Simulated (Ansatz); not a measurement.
B6H⁺, relaxed as a singlet with RKS PBE0-D4/def2-SVP in Ansatz, starting from the GFN2-xTB geometry. Force threshold 0.02 eV/Å.

The structure comes from a short search, and lower isomers may exist.

Start:

Cartesian coordinates in Å:
```
B 0.9178 -0.3579 -0.0889
B 0.0914 -1.5660 0.3773
B -1.3883 -1.7940 0.6762
B -0.5689 0.7472 -0.1106
B 0.9333 1.1967 -0.4398
B -1.5825 -0.3295 0.2992
H 1.5972 2.1034 -0.7134
```

Problem. Estimate the energy that the relaxation releases and the steps that it takes.

Solution. 53.0 kJ/mol, in 12 steps; 12 s on 4 threads of Arm Neoverse V2 on a shared host. No frequencies were taken in this run, so the end may be a saddle point.

Problem. Does the start keep its bonding?

Solution. Bonds formed: B2–B4 (atoms count from 1). The end is the same structure that another start reached, the lowest one found.

Problem. Predict the relaxed structure.

Solution. 
```xyz
7

B     1.167   -0.392   -0.095
B    -0.037   -1.344    0.322
B    -1.499   -1.799    0.662
B    -0.417    0.392   -0.026
B     1.155    1.151   -0.451
B    -1.772   -0.282    0.345
H     1.403    2.274   -0.757
```
Bond lengths: 8 × B–B 1.56 to 1.81 Å; 1 × B–H 1.19 Å.
